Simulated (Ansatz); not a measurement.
Calculated with Ansatz (gas phase, PBE0-D4/def2-TZVP geometries, no zero-point term in ΔE). CBS: MP2 limit from def2 TZ/QZ plus the TZ coupled-cluster correction, frozen cores. This one scheme is used for every species.

`F/C=C/[SiH3]` + H₂ → `C=C[SiH3]` + H–F  (hydrogenolysis of a C–F bond)

`F/C=C/[SiH3]`:

```xyz
9

F    -1.251   -2.219    0.990
C    -0.536   -1.357    0.262
C    -0.411   -0.081    0.583
Si    0.593    1.073   -0.461
H    -0.088   -1.844   -0.599
H    -0.919    0.265    1.479
H    -0.248    2.185   -0.977
H     1.704    1.668    0.329
H     1.156    0.309   -1.605
```

H₂:

```xyz
2

H     0.018   -0.346   -0.137
H    -0.018    0.346    0.137
```

`C=C[SiH3]`:

Z-matrix (Å, degrees):
```
Si
C 1 1.859
H 1 1.488 2 110.8
H 1 1.487 2 109.0 3 -120.3
H 1 1.488 2 110.8 3 119.3
C 2 1.330 1 123.1 3 120.2
H 2 1.089 1 118.8 3 -59.8
H 6 1.087 2 122.2 1 -180.0
H 6 1.087 2 121.7 1 0.0
```

H–F:

Z-matrix (Å, degrees):
```
F
H 1 0.920
```

| species | CCSD(T)/CBS(def2) energy (Eh) |
| --- | --- |
| `F/C=C/[SiH3]` | -467.94748 |
| H₂ | -1.17544 |
| `C=C[SiH3]` | -368.76077 |
| H–F | -100.39570 |

Problem. Work out ΔE.

Solution. ΔE = (-368.76077) + (-100.39570) − (-467.94748) − (-1.17544) = -0.03355 Eh = -88.1 kJ/mol.

Problem. What do rigid-rotor, harmonic-oscillator terms from PBE0-D4/def2-TZVP frequencies (298.15 K, 1 bar) make of the CCSD(T)/CBS value? (Best estimate.)

Solution. Ansatz gave: ΔZPE = +17.0 kJ/mol, ΔH = -72.7 kJ/mol, ΔS = 23 J/(mol·K), ΔG = -79.5 kJ/mol.

Largest T1 diagnostic among the species: 0.012.

From PBE to PBE0 (25 % exact exchange), in def2-TZVPP and without D4, ΔE moves by −9.1 kJ/mol. Leaving LDA and LC-ωPBE aside and taking each functional with its dispersion term where it has one, the values, not all of them listed here, spread over 17.4 kJ/mol, from PBE-QIDH to BLYP-D4. LDA lies +6.0 kJ/mol from PBE without D4. At CCSD(T), def2-SVP lies +14.6 kJ/mol from the extrapolated value and def2-TZVPP +3.5 kJ/mol.
